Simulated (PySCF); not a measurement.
# Structure elucidation problem

An unknown has the formula C5H5ClO. Its calculated NMR data are:

¹H NMR (400 MHz, computed): δ 6.29 (m, 1H), 6.28 (m, 1H), 2.37 (s, 3H).

¹³C{¹H} NMR (computed): δ 156.3 (C), 145.3 (C), 115.4 (CH), 114.5 (CH), 16.6 (CH3).

Method: GFN2-xTB structure, NMR shieldings at PBE0/pcSseg-1/GIAO, in PySCF 2.14.0 with density-fitted response routines (a single conformation, no solvent model, relativity neglected, equivalent nuclei averaged).

References, each an isolated molecule treated in the same way: TMS for ¹H (σ = 31.72 ppm) and ¹³C (σ = 186.93 ppm).

Question: Choose the structure that fits.
A. C=CC(=C)C(=O)Cl
B. O=C1CC=C1CCl
C. Cc1occc1Cl
D. Cc1ccc(Cl)o1

Answer: D. 

The formula gives 3 degrees of unsaturation (1 ring in the answer). 5 carbon signals for 5 carbons: no two carbons are equivalent. Carbon types of the structure: 2 × C, 2 × CH, 1 × CH3, which accounts for all hydrogens. δC 156.3: substituted aromatic carbon next to the ring oxygen. δC 145.3: aromatic carbon bearing chlorine. δC 115.4, 114.5: aromatic CH. δC 16.6: methyl carbon on an aromatic ring; a saturated carbon with 1 carbon neighbour and no heteroatom attached. δH 6.29, 6.28: hydrogen on an aromatic CH; the ring current deshields protons in the ring plane.

The others: O=C1CC=C1CCl has carbons computed at 189.0, 165.6, 158.8, 48.5, 44.9, with a different DEPT pattern; C=CC(=C)C(=O)Cl would give 5 signals for carbon-bound and other non-exchanging H, not 3; Cc1occc1Cl has carbons computed at 153.7, 144.0, 125.0, 119.7, 13.5.

Carbons that carry Cl, above all several Cl atoms, come out too deshielded, partly because spin–orbit coupling is missing. Shifts are as computed. Against solution values, carbons near 30 ppm lie about +3 ppm off and those near 130 ppm about +5 ppm; carbons on Cl a further +6 ppm. Of 1313 compounds with measured shifts, 239 miss one by over three times the rms of a fit or turn the order of signals round; such compounds aren't used in these exercises. No couplings were computed; multiplicities are counted from neighbouring protons, with m where these are inequivalent, close in shift, in a saturated or five-membered ring or joined by F or P, and br s for small geminal =CH2 splittings.
